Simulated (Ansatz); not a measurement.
Cost and result for the atomization energy of `NB[SiH2][SiH3]` (12 atoms, 11 bonds).

```xyz
12

N     1.2759   -1.9926   -0.5249
B     0.8115   -0.7670   -0.9750
Si   -0.9453   -0.0175   -0.3352
Si   -0.5789    1.8072    1.0869
H     0.7644   -2.5837    0.1094
H     2.1615   -2.3813   -0.8067
H     1.5068   -0.1526   -1.7349
H    -1.7483   -1.0266    0.4230
H    -1.7861    0.4619   -1.4709
H     0.2045    2.8639    0.3894
H    -1.8594    2.4081    1.5517
H     0.1933    1.3802    2.2870
```

The species carries charge 0 and has multiplicity 1. Geometry: relaxed with PBE0-D4/def2-TZVP. It is one conformer, not always the lowest. Program: Ansatz. All runs use 4 threads of an Intel Xeon Platinum 8488C on a shared host. Times are those of one run each, without the atoms' runs, and a repeat can differ threefold. Electronic energies, without spin–orbit coupling; frozen cores. CCSD(T)/CBS adds CCSD(T) − MP2 in def2-TZVPP to the MP2 limit, and its time is that of the two runs behind it. T1 = 0.014. B3LYP takes the VWN-RPA correlation (the form of Gaussian; ORCA's B3LYP/G).

CCSD(T)/CBS is a level of theory with its own doubt, some kJ/mol a heavy atom from the limit and from the frozen cores, so smaller differences don't rank the functionals.

| level | functions | wall time | atomization (kJ/mol) | difference from CCSD(T)/CBS | per bond |
| --- | --- | --- | --- | --- | --- |
| PBE0-D4/def2-TZVPP | 258 | 1.5 s | 3839.0 | -11.6 | -1.1 |
| PBE-D4/def2-TZVPP (with forces) | 258 | 2.3 s | 3868.8 | 18.2 | 1.7 |
| r2SCAN-D4/def2-TZVPP (with forces) | 258 | 2.6 s | 3859.7 | 9.1 | 0.8 |
| B3LYP-D4/def2-TZVPP (with forces) | 258 | 3 s | 3876.1 | 25.5 | 2.3 |
| B2PLYP/def2-TZVPP | 258 | 3.6 s | 3814.6 | -36.0 | -3.3 |
| ωB97X-V/def2-TZVPP | 258 | 3.7 s | 3889.3 | 38.7 | 3.5 |
| ωB97M-V/def2-TZVPP (with forces) | 258 | 5 s | 3867.8 | 17.2 | 1.6 |
| MP2/def2-QZVPP | 494 | 16 s | 3798.8 | -51.8 | -4.7 |
| CCSD(T)/def2-TZVPP | 258 | 53 s | 3753.1 | -97.5 | -8.9 |
| CCSD(T)/CBS(def2) | – | 69 s | 3850.6 | 0.0 | 0.0 |

The D4 term adds +36.8 kJ/mol with B3LYP and +19.5 kJ/mol with PBE0; it sums over pairs of atoms, weighted by their polarisabilities, and B3LYP, whose exchange is more repulsive, gets the larger term. In def2-TZVPP, CCSD(T) changes the Hartree–Fock value by +858.5 kJ/mol (the triples alone add +39.7 kJ/mol) and MP2 by +846.2 kJ/mol; breaking electron pairs costs correlation energy, which Hartree–Fock lacks. From PBE to PBE0 (25 % exact exchange), in def2-TZVPP and without D4, the atomization energy moves by −26.5 kJ/mol: exact exchange takes away binding that semilocal exchange gives to molecules.
